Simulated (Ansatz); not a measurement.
Consider the redistribution: `BCBC` + `C#CCBCC` → `BCBCC#C` + `CBCC`.

Program: Ansatz. Geometries: PBE0-D4/def2-TZVP. ΔE: electronic, gas phase. CCSD(T)/CBS adds triple-zeta CCSD(T) − MP2 to the extrapolated MP2 energy (def2 sets, frozen cores). Functionals use def2-TZVPP. Each species was taken in one conformer, which may not be the lowest.

```json
{"level": "PBE0-D4", "ΔE (kcal/mol)": "-5.3", "difference from CCSD(T)/CBS": "-5.8"}
{"level": "r2SCAN", "ΔE (kcal/mol)": "-5.2", "difference from CCSD(T)/CBS": "-5.7"}
{"level": "PBE0", "ΔE (kcal/mol)": "-4.6", "difference from CCSD(T)/CBS": "-5.1"}
{"level": "HF/def2-TZVPP", "ΔE (kcal/mol)": "17.7", "difference from CCSD(T)/CBS": "17.2"}
{"level": "MP2/def2-TZVPP", "ΔE (kcal/mol)": "-1.1", "difference from CCSD(T)/CBS": "-1.6"}
{"level": "SCS-MP2/def2-TZVPP", "ΔE (kcal/mol)": "3.0", "difference from CCSD(T)/CBS": "2.5"}
{"level": "CCSD/def2-TZVPP", "ΔE (kcal/mol)": "3.7", "difference from CCSD(T)/CBS": "3.2"}
{"level": "HF/def2-QZVPP", "ΔE (kcal/mol)": "17.6", "difference from CCSD(T)/CBS": "17.1"}
{"level": "SCS-MP2/def2-QZVPP", "ΔE (kcal/mol)": "3.2", "difference from CCSD(T)/CBS": "2.7"}
{"level": "CCSD/CBS(def2)", "ΔE (kcal/mol)": "3.8", "difference from CCSD(T)/CBS": "3.3"}
{"level": "CCSD(T)/CBS", "ΔE (kcal/mol)": "0.5", "difference from CCSD(T)/CBS": "0"}
```

Largest T1 diagnostic among the species: 0.016.

The D4 term adds −1.5 kcal/mol with B3LYP and −0.6 kcal/mol with PBE0; it sums over pairs of atoms, weighted by their polarisabilities, and B3LYP, whose exchange is more repulsive, gets the larger term. In def2-TZVPP, CCSD(T) changes the Hartree–Fock value by −17.3 kcal/mol (the triples alone add −3.3 kcal/mol) and MP2 by −18.7 kcal/mol. From PBE to PBE0 (25 % exact exchange), in def2-TZVPP and without D4, ΔE moves by +2.7 kcal/mol.

B3LYP here is the variant with VWN-RPA as its local correlation; programs differ in this.
